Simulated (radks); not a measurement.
Values are calculated unless marked as measured or tabulated.
Species: the xenon ion Xe4+. Configuration: [Kr] 4d10 5s2 5p2. Code: a radial shooting solver on a logarithmic mesh with Libxc functionals. Model: scalar-relativistic Kohn-Sham, PBE, spin-polarised, spherical densities, point nucleus; open shells are filled with parallel spins first (spin-orbit coupling, left out, can overturn this in heavy ions).

Normalised radial functions P(r) = r R(r), r in bohr:

```
   r/bohr * 4p up, o 5s down (the largest magnitude, 1.25, reaches the edge; | marks zero, & curves that meet)
 0.004532                             * o
 0.006044                             |*o
 0.008062                             |* o
  0.01075                             | *o
  0.01434                             |  &
  0.01913                             | o *
  0.02551                             |o    *
  0.03403                             o       *
  0.04538                           o |         *
  0.06053                         o   |          *
  0.08073                        o    |        *
   0.1068                          o  |  *
   0.1425                       *     |o
     0.19               *             |     o
   0.2534              *              |      o
    0.338                         *   |o
   0.4508                     o       |             *
   0.6013                   o         |                          *
    0.802                           o |                          *
     1.07                             |          o     *
    1.427                             |      *           o
    1.903                             | *              o
    2.538                             *         o
    3.385                             *  o
    4.515                             *o
    6.022                             &
    8.032                             &
```

4p up: eigenvalue -188.16 eV, 2 radial nodes at r = 0.118, 0.364 bohr, <r> = 0.764 bohr, 90 % of the charge inside 1.11 bohr. 5s down: eigenvalue -60.568 eV, 4 radial nodes at r = 0.0330, 0.131, 0.348, 0.847 bohr, <r> = 1.71 bohr, 90 % of the charge inside 2.44 bohr.
